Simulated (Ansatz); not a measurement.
Ge₃Se₃Cl₆⁺, that is cyclo-(Cl2GeSe)3 with one electron fewer. Charge 1, multiplicity 2. Geometry PBE-D4/def2-SVP, that of the neutral singlet; atoms count from 1.

| atom | x (Å) | y (Å) | z (Å) |
| --- | --- | --- | --- |
| Ge1 | 0.570 | 0.756 | 1.857 |
| Cl2 | 0.673 | 1.924 | 3.678 |
| Cl3 | 2.157 | -0.716 | 1.878 |
| Se4 | 0.901 | 2.364 | 0.143 |
| Ge5 | 0.660 | 0.939 | -1.739 |
| Cl6 | 0.855 | 2.285 | -3.424 |
| Cl7 | 2.248 | -0.529 | -1.828 |
| Se8 | -1.467 | -0.060 | -2.065 |
| Ge9 | -1.535 | -1.404 | -0.111 |
| Cl10 | -3.483 | -2.346 | -0.208 |
| Cl11 | -0.012 | -2.941 | -0.153 |
| Se12 | -1.567 | -0.269 | 1.973 |

Single mean-field runs in def2-TZVP are fitted with def2-universal-jkfit.

(1) Estimate the Mulliken populations from the PBE0/def2-TZVP orbitals of Ansatz.

(2) Where does the spin sit?

(3) And the Mayer bond orders between heavy atoms (over 0.3)?

Results:

(1) 
```json
{"atom": "Ge1", "charge (e)": "0.64", "spin (α − β)": "0.00"}
{"atom": "Cl2", "charge (e)": "-0.17", "spin (α − β)": "0.00"}
{"atom": "Cl3", "charge (e)": "-0.16", "spin (α − β)": "0.01"}
{"atom": "Se4", "charge (e)": "-0.01", "spin (α − β)": "0.23"}
{"atom": "Ge5", "charge (e)": "0.62", "spin (α − β)": "-0.05"}
{"atom": "Cl6", "charge (e)": "-0.17", "spin (α − β)": "0.00"}
{"atom": "Cl7", "charge (e)": "-0.14", "spin (α − β)": "0.02"}
{"atom": "Se8", "charge (e)": "0.11", "spin (α − β)": "0.60"}
{"atom": "Ge9", "charge (e)": "0.62", "spin (α − β)": "-0.05"}
{"atom": "Cl10", "charge (e)": "-0.17", "spin (α − β)": "0.00"}
{"atom": "Cl11", "charge (e)": "-0.14", "spin (α − β)": "0.02"}
{"atom": "Se12", "charge (e)": "-0.01", "spin (α − β)": "0.23"}
```
Mulliken values depend strongly on the basis.

(2) Summed by element: Ge -0.10, Cl 0.04, Se 1.06, of 1 unpaired in all. Largest on single atoms: Se8 0.60, Se12 0.23, Se4 0.23.

(3) Ge1–Cl2 1.10 (2.17 Å); Ge1–Cl3 1.12 (2.16 Å); Ge1–Se4 0.91 (2.37 Å); Ge1–Se12 0.91 (2.37 Å); Se4–Ge5 0.99 (2.37 Å); Ge5–Cl6 1.11 (2.17 Å); Ge5–Cl7 1.13 (2.16 Å); Ge5–Se8 0.87 (2.37 Å); Se8–Ge9 0.87 (2.37 Å); Ge9–Cl10 1.11 (2.17 Å); Ge9–Cl11 1.13 (2.16 Å); Ge9–Se12 0.99 (2.37 Å).
